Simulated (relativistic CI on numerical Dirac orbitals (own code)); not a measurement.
**From line strength to rate: Mo II 2816.16 Å (air)**

Problem. For 4d4 5s 6D_9/2 – 4d4 5p 6F°_11/2 of Mo II a semi-empirical relativistic CI calculation gives the line strength S = 40.78 e²a₀² in the length gauge. The measured levels are 13460.70 and 48959.68 cm⁻¹ (NIST Handbook). Find gf, f, A and the partial lifetime.

Working.
1. σ = 48959.68 − 13460.70 = 35498.98 cm⁻¹, so the vacuum wavelength is 10⁸/σ = 2816.98 Å.
2. gf = 303.756 S/λ(Å) = 4.398, log gf = 0.643; with g = 10 for the lower level, f = 0.44.
3. A = 2.02613 × 10¹⁸ S/(g_u λ³) with g_u = 12: A = 3.08 × 10^8 s⁻¹.
4. The partial lifetime for this S is 1/A = 3.25 ns; in the calculation this line carries 100 % of the decay of the upper level.

Check. The Handbook lists A = 2.33 × 10^8 s⁻¹, a tabulated value with its own uncertainty (a few per cent for the best lines, 25 % or more for others); ours lies 32 % above it. The velocity form of the same calculation gives S = 40.5, and the gap between the two forms is a rough gauge of the error in S. A miss this large is common for lines of near-neutral atoms, where core polarisation and correlation outside the CI space change S. With the computed energy (33467 cm⁻¹) in place of the measured one the rate would change by the factor (σ_calc/σ)³ = 0.84.
